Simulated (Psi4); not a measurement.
Input for Psi4: SAPT0/jun-cc-pV(D+d)Z on BFH5N (a complex), monomers drawn apart or pushed together.

```
memory 1837 MB

molecule dimer {
0 1
B     0.90642385   -0.12577282    0.06132810
N    -0.14340758    0.57942984    0.66532152
H     0.66259924   -0.82367319   -0.87058744
H     1.99912322   -0.02550304    0.52060940
H     0.01237531    1.27651616    1.37837995
H    -1.06485966    0.63323826    0.25705540
--
0 1
F    -0.90232327   -1.25716961    2.44797328
H    -0.56265691   -0.67935886    1.79018649
units angstrom
symmetry c1
no_reorient
no_com
}

set {
  basis jun-cc-pV(D+d)Z
  scf_type df
  freeze_core true
}

energy('sapt0')
```

The log:

```
[...]
==> Input File <==

--------------------------------------------------------------------------
memory 1837 MB

molecule dimer {
0 1
B     0.90642385   -0.12577282    0.06132810
N    -0.14340758    0.57942984    0.66532152
H     0.66259924   -0.82367319   -0.87058744
H     1.99912322   -0.02550304    0.52060940
H     0.01237531    1.27651616    1.37837995
H    -1.06485966    0.63323826    0.25705540
--
0 1
F    -0.90232327   -1.25716961    2.44797328
H    -0.56265691   -0.67935886    1.79018649
units angstrom
symmetry c1
no_reorient
no_com
}

set {
  basis jun-cc-pV(D+d)Z
  scf_type df
  freeze_core true
}

energy('sapt0')
--------------------------------------------------------------------------


   => Loading Basis Set <=

    Name: JUN-CC-PV(D+D)Z
    Role: ORBITAL
    Keyword: BASIS
    atoms 1      entry B          line   154 file jun-cc-pv_dpd_z.gbs
    atoms 2      entry N          line   222 file jun-cc-pv_dpd_z.gbs
    atoms 3-6, 8 entry H          line    60 file jun-cc-pv_dpd_z.gbs
    atoms 7      entry F          line   290 file jun-cc-pv_dpd_z.gbs

   => Loading Basis Set <=

    Name: JUN-CC-PV(D+D)Z
    Role: ORBITAL
    Keyword: BASIS
    atoms 1      entry B          line   154 file jun-cc-pv_dpd_z.gbs
    atoms 2      entry N          line   222 file jun-cc-pv_dpd_z.gbs
    atoms 3-6, 8 entry H          line    60 file jun-cc-pv_dpd_z.gbs
    atoms 7      entry F          line   290 file jun-cc-pv_dpd_z.gbs


  //>>>>>>>>>>>>>>>>>>>>>>>>>>>>>>>>>>>//
  //              Dimer HF             //
  //<<<<<<<<<<<<<<<<<<<<<<<<<<<<<<<<<<<//

   => Libint2 <=

    Primary   basis highest AM E, G, H:  7, 6, 3
    Auxiliary basis highest AM E, G, H:  7, 7, 4
    Onebody   basis highest AM E, G, H:  -, -, -
    Solid Harmonics ordering:            Gaussian


   => Loading Basis Set <=

    Name: JUN-CC-PV(D+D)Z
    Role: ORBITAL
    Keyword: BASIS
    atoms 1      entry B          line   154 file jun-cc-pv_dpd_z.gbs
    atoms 2      entry N          line   222 file jun-cc-pv_dpd_z.gbs
    atoms 3-6, 8 entry H          line    60 file jun-cc-pv_dpd_z.gbs
    atoms 7      entry F          line   290 file jun-cc-pv_dpd_z.gbs


         ---------------------------------------------------------
                                   SCF
               by Justin Turney, Rob Parrish, Andy Simmonett
                          and Daniel G. A. Smith
                              RHF Reference
                        1 Threads,   1751 MiB Core
         ---------------------------------------------------------

  ==> Geometry <==

    Molecular point group: c1
    Full point group: C1

    Geometry (in Angstrom), charge = 0, multiplicity = 1:

       Center              X                  Y                   Z               Mass
    ------------   -----------------  -----------------  -----------------  -----------------
         B            0.906423850000    -0.125772820000     0.061328100000    11.009305360000
         N           -0.143407580000     0.579429840000     0.665321520000    14.003074004430
         H            0.662599240000    -0.823673190000    -0.870587440000     1.007825032230
         H            1.999123220000    -0.025503040000     0.520609400000     1.007825032230
         H            0.012375310000     1.276516160000     1.378379950000     1.007825032230
         H           -1.064859660000     0.633238260000     0.257055400000     1.007825032230
         F           -0.902323270000    -1.257169610000     2.447973280000    18.998403162730
         H           -0.562656910000    -0.679358860000     1.790186490000     1.007825032230

  Running in c1 symmetry.

  Rotational constants: A =      0.58948  B =      0.09401  C =      0.09241 [cm^-1]
  Rotational constants: A =  17672.10227  B =   2818.47799  C =   2770.23711 [MHz]
  Nuclear repulsion =   67.137733902598640

  Charge       = 0
  Multiplicity = 1
  Electrons    = 26
  Nalpha       = 13
  Nbeta        = 13

  ==> Algorithm <==

  SCF Algorithm Type is DF.
  DIIS enabled.
  MOM disabled.
  Fractional occupation disabled.
  Guess Type is SAD.
  Energy threshold   = 1.00e-08
  Density threshold  = 1.00e-08
  Integral threshold = 1.00e-12

  ==> Primary Basis <==

  Basis Set: JUN-CC-PV(D+D)Z
    Blend: JUN-CC-PV(D+D)Z
    Number of shells: 39
    Number of basis functions: 79
    Number of Cartesian functions: 82
    Spherical Harmonics?: true
    Max angular momentum: 2

   => Loading Basis Set <=

    Name: (JUN-CC-PV(D+D)Z AUX)
    Role: JKFIT
    Keyword: DF_BASIS_SCF
    atoms 1      entry B          line    90 file jun-cc-pvdz-jkfit.gbs
    atoms 2      entry N          line   202 file jun-cc-pvdz-jkfit.gbs
    atoms 3-6, 8 entry H          line    70 file jun-cc-pvdz-jkfit.gbs
    atoms 7      entry F          line   314 file jun-cc-pvdz-jkfit.gbs

  ==> Integral Setup <==

  DFHelper Memory: AOs need 0.018 GiB; user supplied 1.283 GiB.
  SCF_SUBTYPE=INCORE selected. In-core MEM_DF algorithm will be used.
  Using in-core A
[...]


  @DF-RHF Final Energy:  -100.02981836733994

   => Energetics <=

    Nuclear Repulsion Energy =              5.0714081452504880
    One-Electron Energy =                -150.2619963936148224
    Two-Electron Energy =                  45.1607698810243789
    Total Energy =                       -100.0298183673399421

Computation Completed


Properties will be evaluated at   0.000000,   0.000000,   0.000000 [a0]

Properties computed using the SCF density matrix


 Multipole Moments:

 ------------------------------------------------------------------------------------
     Multipole            Electronic (a.u.)      Nuclear  (a.u.)        Total (a.u.)
 ------------------------------------------------------------------------------------

 L = 1.  Multiply by 2.5417464519 to convert [e a0] to [Debye]
 Dipole X            :         16.7036318          -16.4095622            0.2940697
 Dipole Y            :         23.1660268          -22.6651585            0.5008683
 Dipole Z            :        -45.5867969           45.0169537           -0.5698432
 Magnitude           :                                                    0.8136751

 ------------------------------------------------------------------------------------

  Constructing Basis Sets for SAPT...

   => Loading Basis Set <=

    Name: (JUN-CC-PV(D+D)Z AUX)
    Role: RIFIT
    Keyword: DF_BASIS_SAPT
    atoms 1      entry B          line    56 file jun-cc-pvdz-ri.gbs
    atoms 2      entry N          line   144 file jun-cc-pvdz-ri.gbs
    atoms 3-6, 8 entry H          line    30 file jun-cc-pvdz-ri.gbs
    atoms 7      entry F          line   232 file jun-cc-pvdz-ri.gbs

   => Loading Basis Set <=

    Name: (JUN-CC-PV(D+D)Z AUX)
    Role: JKFIT
    Keyword: DF_BASIS_ELST
    atoms 1      entry B          line    90 file jun-cc-pvdz-jkfit.gbs
    atoms 2      entry N          line   202 file jun-cc-pvdz-jkfit.gbs
    atoms 3-6, 8 entry H          line    70 file jun-cc-pvdz-jkfit.gbs
    atoms 7      entry F          line   314 file jun-cc-pvdz-jkfit.gbs


  //>>>>>>>>>>>>>>>>>>>>>>>>>>>>>>>>>>>//
  //               SAPT0               //
  //<<<<<<<<<<<<<<<<<<<<<<<<<<<<<<<<<<<//



        SAPT0
    Ed Hohenstein
     6 June 2009

      Orbital Information
  --------------------------
    NSO        =        79
    NMO        =        79
    NRI        =       265
    NRI (Elst) =       352
    NOCC A     =         8
    NOCC B     =         5
    FOCC A     =         2
    FOCC B     =         1
    NVIR A     =        71
    NVIR B     =        74

    Elst10,r            =    -0.022193377203 [Eh]
    Exch10              =     0.031719750123 [Eh]
    Exch10 (S^2)        =     0.031128893904 [Eh]

    Maxiter = 50
    CPHF R converge = 1.000000E-08

    Iter     Energy [mEh]          dE [mEh]         Residual      Time [s]
       1     -13.77361736      13.773617355     2.266934e-02             0
       2     -16.76850670       2.994889343     8.716827e-03             0
       3     -17.29501481       0.526508116     2.144050e-03             0
       4     -17.26817034      -0.026844478     4.982289e-04             0
       5     -17.23793636      -0.030233980     8.440905e-05             0
       6     -17.24230573       0.004369370     1.699750e-05             0
       7     -17.24198140      -0.000324328     4.901428e-06             0
       8     -17.24192505      -0.000056349     1.116505e-06             0
       9     -17.24195103       0.000025985     2.595945e-07             0
      10     -17.24194681      -0.000004220     3.871488e-08             0
      11     -17.24194720       0.000000383     7.209492e-09             0

    CHF Iterations converged

    Maxiter = 50
    CPHF R converge = 1.000000E-08

    Iter     Energy [mEh]          dE [mEh]         Residual      Time [s]
       1      -1.89845621       1.898456208     6.242272e-03             0
       2      -2.24413917       0.345682966     1.190779e-03             0
       3      -2.25116258       0.007023408     2.983354e-04             0
       4      -2.24794707      -0.003215515     8.311128e-05             0
       5      -2.24790589      -0.000041175     1.961583e-05             0
       6      -2.24810380       0.000197907     2.881013e-06             0
       7      -2.24807427      -0.000029532     7.493892e-07             0
       8      -2.24807941       0.000005139     9.334508e-08             0
       9      -2.24807900      -0.000000401     1.167426e-08             0
      10      -2.24807904       0.000000036     2.053586e-09             0

    CHF Iterations converged

    Ind20,r (A<-B)      =    -0.017241947197 [Eh]
    Ind20,r (B<-A)      =    -0.002248079041 [Eh]
    Ind20,r             =    -0.019490026238 [Eh]
    Exch-Ind20,r (A<-B) =     0.009725497542 [Eh]
    Exch-Ind20,r (B<-A) =     0.001919148978 [Eh]
    Exch-Ind20,r        =     0.011644646520 [Eh]
    Disp20              =    -0.006306196299 [Eh]
    Disp20 (SS)         =    -0.003153098150 [Eh]
    Disp20 (OS)         =    -0.003153098150 [Eh]
    Exch-Disp20         =     0.001437072224 [Eh]
    Exch-Disp20 (SS)    =     0.000878091155 [Eh]
    Exch-Disp20 (OS)    =     0.000558981068 [Eh]

    SAPT Results
  --------------------------------------------------------------------------------------------------------
    Electrostatics                -22.19337720 [mEh]     -13.92655445 [kcal/mol]     -58.26870382 [kJ/mol]
      Elst10,r                    -22.19337720 [mEh]     -13.92655445 [kcal/mol]     -58.26870382 [kJ/mol]

    Exchange                       31.71975012 [mEh]      19.90444371 [kcal/mol]      83.28019247 [kJ/mol]
      Exch10                       31.71975012 [mEh]      19.90444371 [kcal/mol]      83.28019247 [kJ/mol]
      Exch10(S^2)                  31.12889390 [mEh]      19.53367583 [kcal/mol]      81.72889969 [kJ/mol]

    Induction                     -12.88038130 [mEh]      -8.08256129 [kcal/mol]     -33.81743645 [kJ/mol]
      Ind20,r                     -19.49002624 [mEh]     -12.23017611 [kcal/mol]     -51.17105684 [kJ/mol]
      Exch-Ind20,r                 11.64464652 [mEh]       7.30712601 [kcal/mol]      30.57301523 [kJ/mol]
      delta HF,r (2)               -5.03500158 [mEh]      -3.15951119 [kcal/mol]     -13.21939484 [kJ/mol]

    Dispersion                     -4.86912408 [mEh]      -3.05542149 [kcal/mol]     -12.78388350 [kJ/mol]
      Disp20                       -6.30619630 [mEh]      -3.95719792 [kcal/mol]     -16.55691610 [kJ/mol]
      Exch-Disp20                   1.43707222 [mEh]       0.90177643 [kcal/mol]       3.77303260 [kJ/mol]
      Disp20 (SS)                  -3.15309815 [mEh]      -1.97859896 [kcal/mol]      -8.27845805 [kJ/mol]
      Disp20 (OS)                  -3.15309815 [mEh]      -1.97859896 [kcal/mol]      -8.27845805 [kJ/mol]
      Exch-Disp20 (SS)              0.87809116 [mEh]       0.55101052 [kcal/mol]       2.30542801 [kJ/mol]
      Exch-Disp20 (OS)              0.55898107 [mEh]       0.35076592 [kcal/mol]       1.46760459 [kJ/mol]

  Total HF                         -3.35400838 [mEh]      -2.10467204 [kcal/mol]      -8.80594780 [kJ/mol]
  Total SAPT0                      -8.22313246 [mEh]      -5.16009352 [kcal/mol]     -21.58983129 [kJ/mol]

  Special recipe for scaled SAPT0 (see Manual):
    Electrostatics sSAPT0         -22.19337720 [mEh]     -13.92655445 [kcal/mol]     -58.26870382 [kJ/mol]
    Exchange sSAPT0                31.71975012 [mEh]      19.90444371 [kcal/mol]      83.28019247 [kJ/mol]
    Induction sSAPT0              -12.20463616 [mEh]      -7.65852481 [kcal/mol]     -32.04326781 [kJ/mol]
    Dispersion sSAPT0              -4.78573000 [mEh]      -3.00309091 [kcal/mol]     -12.56493237 [kJ/mol]
  Total sSAPT0                     -7.46399323 [mEh]      -4.68372647 [kcal/mol]     -19.59671153 [kJ/mol]
  --------------------------------------------------------------------------------------------------------



*** Psi4 exiting successfully. Buy a developer a beer!
```

The run finished.

Cost: about 6 core-seconds (a rough figure).
